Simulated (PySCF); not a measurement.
Correlation energy of Kr (krypton, neutral)

[Kr], closed-shell 1S. Calculation: PySCF 2.14, in pcseg-2 (6s5p3d1f, 43 functions); the non-relativistic Hamiltonian (point nucleus). Frozen: [Ar] 3d10; 8 electrons correlated.

MP2 pair energies summed by pair of shells (mhartree):

```json
{"pair": "4p-4p", "energy": "-124.28", "share (%)": "72.8"}
{"pair": "4s-4p", "energy": "-39.07", "share (%)": "22.9"}
{"pair": "4s-4s", "energy": "-7.33", "share (%)": "4.3"}
```

Total MP2 correlation energy: -170.67 mhartree.

Same-spin part -42.66 and opposite-spin part -128.01 mhartree; SCS-MP2 scales them by 1/3 and 6/5 to -167.83 mhartree.

| level | correlation energy (mhartree) |
| --- | --- |
| CCSD | -186.43 |
| (T) | -5.38 |
| CCSD(T) | -191.81 |

Diagnostics: T1 = 0.0018, D1 = 0.0049, largest double amplitude 0.045.

Cost of the coupled-cluster step: 0.21 s of wall time on 1 thread of Neoverse-V1 (shared host), for 8 correlated electrons.
